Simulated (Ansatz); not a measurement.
Na₂Li₃⁺. The state is a singlet with charge 1. Geometry B3LYP/def2-TZVP, basis def2-TZVP, Ansatz.

```xyz
5

Li   -0.0032   -0.0139   -0.0026
Li   -0.3650    1.2462    2.8374
Li    0.4031   -1.2614   -2.8461
Na   -1.8706   -1.3408    2.4117
Na    1.8358    1.3699   -2.4003
```

```csv
run,HOMO (eV),LUMO (eV)
A,-7.89,-4.07
B,-7.04,-4.80
C,-6.44,-5.06
D,-8.28,-3.74
E,-6.55,-5.35
```

Another isomer (singlet) lies 0.15 eV lower at PBE0/def2-TZVP; other spin states weren't run for this one.

The runs used CAM-B3LYP, PBE, PBE0, r2SCAN, ωB97M-V. Estimate which is which.

A CAM-B3LYP (range-separated); B PBE0 (25 % exact exchange); C r2SCAN (0 % exact exchange); D ωB97M-V (range-separated); E PBE (0 % exact exchange). Exact exchange lowers occupied and raises empty levels; among semilocal functionals meta-GGAs tend to open the gap a little, and such runs are hard to tell apart. The gap grows from 1.20 eV (PBE) to 4.54 eV (ωB97M-V). The restricted singlet is unstable towards broken spin symmetry in Hartree–Fock (as tested in another run); at CAM-B3LYP/def2-TZVP, PBE0/def2-TZVP, r2SCAN/def2-TZVP, ωB97M-V/def2-TZVP and others this wasn't settled.
